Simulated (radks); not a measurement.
The numbers below are computed, except where a source is named.
Q: Ionisation of the caesium ion Cs+, [Xe], to [Kr] 4d10 5s2 5p5 as the strength of local exchange is varied. Level of theory: scalar-relativistic Kohn-Sham, Slater X-alpha exchange (alpha = 2/3 is LDA exchange), no correlation, spin-unpolarised, spherical densities, finite nucleus; Fermi nuclear charge, rms radius 4.8041 fm (a radial shooting solver on a logarithmic mesh with Libxc functionals).

| alpha | E(Cs+) (hartree) | exchange (hartree) | IE (eV) | -e of the level emptied (eV) | <r> of it (bohr) |
|---|---|---|---|---|---|
| 0.551 | -7743.7979 | -148.5525 | 20.844 | 15.983 (5p) | 2.128 |
| 0.667 | -7775.2188 | -180.5125 | 22.443 | 17.485 (5p) | 2.084 |
| 0.704 | -7785.2662 | -190.7567 | 22.965 | 17.976 (5p) | 2.070 |
| 0.805 | -7812.7548 | -218.8438 | 24.418 | 19.349 (5p) | 2.034 |
| 0.812 | -7814.6633 | -220.7971 | 24.520 | 19.446 (5p) | 2.032 |
| ? | -7866.0834 | -273.5808 | 27.337 | 22.125 (5p) | 1.970 |

Which alpha was used in the last row?

A: alpha = 1. NIST Atomic Spectra Database: 23.157 eV (measured). The Delta-SCF value meets it near alpha = 0.72. Spin polarisation and multiplet splitting are left out, so open shells lie too high by an amount that depends on their filling. Spin-orbit splitting is averaged out at the scalar-relativistic level.

Beside tabulated values, note that spin-unpolarised runs miss the spin-polarisation part of the exchange energy of open shells.
